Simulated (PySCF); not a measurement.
Si(H)(Br)(NH2)2 (BrH5N2Si), SMILES N[SiH](N)Br.

Geometry optimised at B3LYP-D3(BJ)/def2-SVP. The structure was generated by enumeration, and PubChem lists no compound with its InChIKey, so it may never have been made. The values are those of a single conformer.

Computed with CAM-B3LYP/def2-TZVP run with PySCF.

The molecule is in vacuum.

Computed frontier levels, gap, dipole moment and polarisability:
The highest occupied level is -9.07 eV and the lowest empty level is 1.60 eV. The orbital gap is 10.67 eV. The dipole moment is 2.37 D and the quadrupole, principal values (traceless, Buckingham form, about the centre of nuclear charge) is -5.10, -1.95, 7.05 D·Å. The mean static polarisability is 58.6 bohr³ (8.68 Å³). The polarisability, principal values is 50.6, 55.5, 69.5 bohr³.
